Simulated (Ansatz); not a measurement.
Reaction (ligand exchange at the Si–C bond): `N=C(O)[SiH2][SiH3]` + `O=C(O)O` → `O=C(O)O[SiH2][SiH3]` + `N=CO`

Gas-phase electronic energies from Ansatz, PBE0-D4/def2-TZVP geometries. CBS: MP2 limit from def2 TZ/QZ plus the TZ coupled-cluster correction, frozen cores. This one scheme is used for every species. DFT in def2-TZVPP. B3LYP here is the variant with VWN-RPA as its local correlation; programs differ in this. One conformer a species, not always the lowest.

Is it downhill or uphill in electronic energy at CCSD(T)/CBS, and by how much? (Best estimate.)

Ansatz gave: Downhill: ΔE = -89.0 kJ/mol.

What do these levels give: B3LYP-D4, PBE, SCS-MP2/def2-TZVPP, CCSD(T)/def2-TZVPP, MP2/def2-QZVPP, MP2/CBS(def2)? (An estimate is asked.)

Ansatz gave: B3LYP-D4 -88.4, PBE -73.5, SCS-MP2/def2-TZVPP -92.8, CCSD(T)/def2-TZVPP -88.8, MP2/def2-QZVPP -90.6, MP2/CBS(def2) -90.3 kJ/mol.

Largest T1 diagnostic among the species: 0.015.

From PBE to PBE0 (25 % exact exchange), in def2-TZVPP and without D4, ΔE moves by −6.0 kJ/mol. In def2-TZVPP, CCSD(T) changes the Hartree–Fock value by +15.1 kJ/mol (the triples alone add +2.4 kJ/mol) and MP2 by +13.8 kJ/mol.
